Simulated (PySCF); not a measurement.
C5H9F.

```xyz
15

C     -1.3716    -1.0150     0.6494
C     -0.7517    -0.1443    -0.1504
C     -1.2816     0.2601    -1.5031
C      0.5488     0.5099     0.2670
C      1.7226     0.1440    -0.6295
F      0.8734     0.1512     1.5659
H     -0.9539    -1.2774     1.6239
H     -2.3150    -1.4815     0.3494
H     -0.6393    -0.1167    -2.3164
H     -1.3196     1.3584    -1.6029
H     -2.2951    -0.1346    -1.6623
H      0.4050     1.6077     0.2641
H      2.6445     0.6028    -0.2423
H      1.5633     0.5003    -1.6579
H      1.8505    -0.9492    -0.6494
```

Coordinates come from a ωB97X-D3(BJ)/def2-SVP optimisation. Other conformers were not sampled.

All values below come from PBE/pcSseg-1 (PySCF). Non-relativistic, no solvent.

**Question.** Give the absolute GIAO shielding of each atom: isotropic value and principal components (ppm). (The exact figures need the calculation; the answer reports its results.)

**Answer.** 
| atom | σ(iso) | σ11 | σ22 | σ33 | span |
|---|---|---|---|---|---|
| C1 | 66.3 | -33.1 | 76.8 | 155.4 | 188.5 |
| C2 | 26.6 | -91.5 | 30.7 | 140.5 | 232.1 |
| C3 | 157.3 | 143.2 | 148.2 | 180.6 | 37.4 |
| C4 | 82.9 | 51.5 | 65.1 | 132.2 | 80.7 |
| C5 | 156.9 | 143.2 | 148.4 | 179.2 | 36.1 |
| F6 | 356.9 | 336.3 | 355.3 | 379.2 | 42.8 |
| H7 | 25.7 | 23.2 | 23.6 | 30.2 | 7.0 |
| H8 | 26.0 | 23.3 | 25.2 | 29.6 | 6.3 |
| H9 | 29.4 | 25.3 | 28.9 | 34.1 | 8.8 |
| H10 | 29.7 | 26.2 | 28.1 | 34.8 | 8.6 |
| H11 | 29.3 | 25.6 | 28.1 | 34.3 | 8.7 |
| H12 | 26.2 | 23.3 | 26.5 | 28.9 | 5.5 |
| H13 | 29.6 | 26.2 | 27.3 | 35.3 | 9.1 |
| H14 | 29.9 | 25.4 | 29.6 | 34.5 | 9.1 |
| H15 | 30.1 | 27.4 | 28.5 | 34.5 | 7.0 |
